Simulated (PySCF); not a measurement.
Compound: C5H15OPSi2.
Numbering: `[PH2:1][SiH2:2][SiH2:3][O:4][CH:5]1[CH2:6][CH2:7][CH2:8][CH2:9]1`

Geometry (GFN2-xTB, Å), atoms numbered from 1 in this order:
```xyz
24
C5H15OPSi2 angstrom
P      5.263    0.174    0.509
Si     3.365   -0.569   -0.425
Si     1.625    0.364    0.754
O      0.395   -0.372    0.006
C     -0.973   -0.304    0.286
C     -1.584    1.076    0.049
C     -3.080    0.789   -0.049
C     -3.187   -0.606   -0.694
C     -1.772   -1.204   -0.661
H      5.144    1.463    0.031
H      6.071   -0.199   -0.542
H      3.510   -2.032   -0.351
H      3.397   -0.285   -1.873
H      1.589    0.089    2.201
H      1.507    1.833    0.673
H     -1.133   -0.603    1.330
H     -1.335    1.779    0.842
H     -1.197    1.462   -0.895
H     -3.515    0.775    0.951
H     -3.601    1.549   -0.629
H     -3.549   -0.537   -1.718
H     -3.887   -1.230   -0.139
H     -1.763   -2.243   -0.339
H     -1.303   -1.149   -1.643
```

Definitions: NICS(0) = −σiso at the ring centroid; NICS(1) = −σiso and NICS(1)zz = −σzz at ±1 Å along the ring normal z. Level: GIAO PBE0/pcSseg-1 (PySCF, non-relativistic, gas phase) on the GFN2-xTB geometry, one conformer.

Ring bond lengths (Å), with Mayer bond orders in brackets: C5–C6 1.528 (1.01), C6–C7 1.526 (1.04), C7–C8 1.541 (1.02), C8–C9 1.536 (1.03), C9–C5 1.531 (1.01).

Q: Give the NICS values of each ring in ppm.

A: 
```json
{"ring": "C5–C6–C7–C8–C9", "type": "5-membered carbocycle; formal bonds all single", "NICS(0)": "-5.4", "NICS(1), two faces": "-4.5 / -3.2", "NICS(1)zz, two faces": "-3.7 / -0.9", "rms pucker (Å)": "0.18", "centre to ring atoms, mean (Å)": "1.28"}
```

Q: What can be read from them?

A: 
- C5–C6–C7–C8–C9: mean NICS(1)zz -2.3 ppm, near zero. C5, C6, C7, C8, C9 have four or more neighbours; no verdict on aromaticity is drawn.

Q: What field does 11.7 T along the ring normal induce along that normal at the first NICS(1) probe listed for ring C5–C6–C7–C8–C9, 1 Å off the ring?

A: NICSzz × B0 = -3.7 ppm × 11.7 T = -43 μT, against the applied field.

Q: Give the inner angles of the rings and the Hirshfeld charges of the ring atoms.

A: 
- C5–C6–C7–C8–C9: C5 103.1° (+0.052 e), C6 103.5° (-0.080 e), C7 105.4° (-0.067 e), C8 106.2° (-0.067 e), C9 105.4° (-0.077 e); sum 523.5° against 540° for a flat convex ring.

Q: What are the shieldings of the ring atoms and their hydrogens in the same run (means over atoms taken as equivalent)?

A: 
```tsv
atoms	environment	σ isotropic (ppm)
C5	sp3 carbon bound to oxygen	105.4
C6 (×2)	ring CH2 carbon	150.1
C7 (×2)	ring CH2 carbon	163.4
H16	methine hydrogen	27.70
H17 (×2)	methylene hydrogen	29.65
H18 (×2)	methylene hydrogen	30.27
H19 (×2)	methylene hydrogen	30.09
H20 (×2)	methylene hydrogen	29.87
```
